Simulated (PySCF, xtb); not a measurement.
H4O2SeSi, SMILES O[Se]O[SiH3].

The structure is a stationary point at PBE-D3(BJ)/def2-SVP. This is a generated structure with no PubChem entry under its InChIKey; it may be hypothetical. Other conformers were not sampled.

Level of theory: IEF-PCM-M06-2X/def2-SVP run with PySCF.

The values are the electrostatic part of the solvation free energy, E(continuum) − E(gas) at the gas-phase geometry, in a cavity of scaled van der Waals radii (PySCF's table); cavitation and dispersion terms are not included. In vacuum the orbital gap is 7.80 eV. The dipole moment in vacuum is 2.49 D.

Computed values in water (ε = 78.36), toluene (ε = 2.37), methanol (ε = 32.61):
```
solvent       ε  ΔG(elec) (kcal/mol)  dipole (D)  gap (eV)
--------  -----  -------------------  ----------  --------
water     78.36                 -6.0        3.17      7.89
toluene    2.37                 -2.6        2.76      7.84
methanol  32.61                 -5.8        3.15      7.89
```

For comparison, GFN2-xTB/ALPB(water) (xtb, at the GFN2-xTB geometry, all terms of that model) gives -3.5 kcal/mol.
